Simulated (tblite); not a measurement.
C6H11BFN.
Numbering: `[CH3:1][C@@H:2]1[CH2:3][C@@H:4]([BH:5][NH2:6])[CH:7]=[C:8]1[F:9]` (hydrogens: H10, H11, H12 on C1; H13 on C2; H14, H15 on C3; H16 on C4; H17 on B5; H18, H19 on N6; H20 on C7)

Computed with GFN2-xTB (tblite), gas phase: L-BFGS steps from a force-field or distance-geometry start until the largest atomic force falls under 0.01 eV/Å.

Step 106: E = -744.4819 eV
```
atom  x, y, z in Å  |  force x, y, z in eV/Å
C1     -2.5757    0.6153   -0.0281    0.005   0.004  -0.015
C2     -1.1468    0.2882    0.4067   -0.021  -0.001   0.023
C3     -0.0686    0.9957   -0.4401   -0.030  -0.005   0.020
C4      0.9463   -0.0911   -0.9030   -0.007  -0.011   0.021
B5      2.3614    0.0936   -0.1620   -0.002  -0.006   0.003
N6      2.4706   -0.3312    1.1431   -0.036  -0.022   0.006
C7      0.2795   -1.3764   -0.5162    0.024  -0.003   0.043
C8     -0.8017   -1.1582    0.2089   -0.008   0.009  -0.024
F9     -1.5745   -2.1074    0.7844   -0.007   0.009  -0.032
H10    -2.7669    1.6804    0.0864   -0.011  -0.008   0.023
H11    -3.2933    0.0644    0.5779    0.027   0.011  -0.019
H12    -2.7270    0.3482   -1.0718    0.010  -0.024  -0.004
H13    -1.0500    0.5423    1.4687    0.020   0.034   0.019
H14    -0.5305    1.4684   -1.3060   -0.023  -0.007  -0.014
H15     0.4243    1.7775    0.1356    0.029   0.017  -0.013
H16     1.0676   -0.0454   -1.9889    0.007  -0.022   0.017
H17     3.2764    0.6096   -0.6834   -0.029  -0.005   0.025
H18     3.2951   -0.2409    1.7116    0.036   0.015  -0.006
H19     1.7126   -0.7837    1.6316    0.019   0.013  -0.035
H20     0.6962   -2.3387   -0.7543   -0.002   0.002  -0.038
```

Step 107: E = -744.4825 eV
```
atom  x, y, z in Å  |  force x, y, z in eV/Å
C1     -2.5787    0.6168   -0.0266    0.010  -0.001  -0.015
C2     -1.1485    0.2905    0.4033   -0.016  -0.023   0.036
C3     -0.0715    0.9961   -0.4461   -0.031  -0.008   0.025
C4      0.9473   -0.0896   -0.9010   -0.001  -0.024   0.021
B5      2.3598    0.0978   -0.1554   -0.002  -0.008  -0.036
N6      2.4753   -0.3388    1.1444   -0.042  -0.020   0.014
C7      0.2812   -1.3750   -0.5135    0.020  -0.001   0.021
C8     -0.8027   -1.1559    0.2073    0.006  -0.007  -0.018
F9     -1.5739   -2.1054    0.7843   -0.020   0.007  -0.031
H10    -2.7672    1.6819    0.0870   -0.020   0.002   0.010
H11    -3.2952    0.0687    0.5828    0.030   0.005  -0.008
H12    -2.7338    0.3449   -1.0681    0.005  -0.011  -0.021
H13    -1.0500    0.5456    1.4646    0.029   0.037   0.031
H14    -0.5341    1.4626   -1.3144   -0.026   0.000  -0.028
H15     0.4195    1.7810    0.1258    0.030   0.039  -0.004
H16     1.0747   -0.0475   -1.9865    0.003  -0.017   0.020
H17     3.2716    0.6208   -0.6743   -0.016   0.008   0.019
H18     3.3016   -0.2496    1.7099    0.042   0.016   0.006
H19     1.7207   -0.7978    1.6311    0.007   0.002  -0.020
H20     0.6989   -2.3365   -0.7535   -0.009   0.006  -0.023
```

Problem. Estimate the geometry and energy of step 108. (The exact step hangs on the optimiser's Hessian estimate; all steps are aligned on step 107, rigid shifts and turns removed.)

Solution. E = -744.4819 eV, largest force 0.252 eV/Å
```
atom  x, y, z in Å  |  force x, y, z in eV/Å
C1     -2.5804    0.6201   -0.0201   -0.005  -0.015  -0.017
C2     -1.1453    0.2999    0.3958    0.001  -0.047   0.052
C3     -0.0779    0.9989   -0.4704   -0.023  -0.004   0.024
C4      0.9504   -0.0867   -0.9034    0.027  -0.013   0.016
B5      2.3510    0.1177   -0.1384    0.069  -0.031   0.042
N6      2.4724   -0.3770    1.1438   -0.168  -0.036  -0.053
C7      0.2883   -1.3708   -0.5070    0.007   0.000  -0.021
C8     -0.7968   -1.1475    0.2108    0.018  -0.035   0.009
F9     -1.5588   -2.0950    0.8039   -0.034   0.016  -0.042
H10    -2.7619    1.6884    0.0776   -0.033  -0.010  -0.019
H11    -3.2913    0.0878    0.6110    0.051   0.009  -0.016
H12    -2.7514    0.3239   -1.0533    0.006   0.024   0.000
H13    -1.0356    0.5657    1.4535    0.036   0.034   0.032
H14    -0.5478    1.4430   -1.3470   -0.016  -0.007  -0.019
H15     0.4094    1.7980    0.0848    0.013   0.049  -0.012
H16     1.0937   -0.0545   -1.9878   -0.005  -0.015   0.037
H17     3.2499    0.6975   -0.6316   -0.119  -0.061   0.094
H18     3.2922   -0.2817    1.7183    0.015   0.003   0.014
H19     1.7257   -0.8850    1.6047    0.185   0.120  -0.121
H20     0.7093   -2.3322   -0.7443   -0.024   0.019   0.001
```

The energy changes by +0.0007 eV. The first-order estimate −F·Δx gives -0.0017 eV and the mean of the old and new forces, exact on a quadratic surface, +0.0011 eV. The step makes an angle of 86° with the force vector and moves no atom by more than 0.091 Å. The energy falls at the start of this step and ends higher, so the step passed the lowest point of its straight line.

The cost below is that of the whole relaxation. The run took 1.8 s wall on Arm Neoverse N1, one thread, shared host.
